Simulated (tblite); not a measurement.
Species: C2H10GeN3Si2 (charge -1).
Cartesian coordinates in Å at the GFN2-xTB level; atoms count from 1:
```xyz
18
C2H10GeN3Si2 angstrom
C     -2.2394   -1.5573   -0.2026
N     -1.0641   -0.7638   -0.0756
Si     0.5764   -1.2714   -0.2274
N      1.1149    0.3175    0.0280
Si     2.6666    0.9710    0.1325
Ge    -0.8998    1.0489    0.2627
C     -0.4408    1.6939    2.0344
N     -0.2178    2.0603    3.0997
H     -2.2499   -2.3854    0.5210
H     -3.1208   -0.9347   -0.0239
H     -2.3287   -1.9969   -1.2078
H      0.8400   -1.8613   -1.5618
H      0.9233   -2.3048    0.7757
H      2.8369    2.1295   -0.7768
H      3.0399    1.4384    1.4857
H      3.6806   -0.0340   -0.2632
H     -0.6401    2.1439   -0.7746
H     -2.4859    1.3125    0.4491
```

Calculated harmonic vibrations of the isolated species, GFN2-xTB (tblite), most abundant isotopes, no scaling. Against measured fundamentals such values can be off by several per cent, at times by over 20. Modes of hydrogen on germanium and silicon can be 10 to 20 % off. One conformer, not necessarily the lowest. The optimisation stopped once no atom felt more than 0.01 eV/Å.

Lowest wavenumbers of the output (negative numbers stand for imaginary wavenumbers):
```
mode    cm-1
  1     -56.7
  2      44.4
  3      65.0
  4      71.4
  5      82.4
  6     128.8
  7     156.5
  8     166.7
```

Task: Is this structure a minimum?

Result: Not by this Hessian. 1 mode is imaginary beyond 20i (57i cm⁻¹), so at this level the point lies at or near a first-order saddle. The curvature is small, so loose convergence or finite differences may be the whole cause.

Task: Which atoms move in the imaginary mode?

Result: 57i: H14 33 %, H15 33 %, H16 25 %. These are shares of the mass-weighted motion.

Task: What is the remedy?

Result: Step along that mode in both directions, optimise again with tighter thresholds and repeat the frequencies. The zero-point energy of this point (67.1 kcal/mol) counts the 47 real modes alone, and thermal corrections from it aren't those of a minimum.
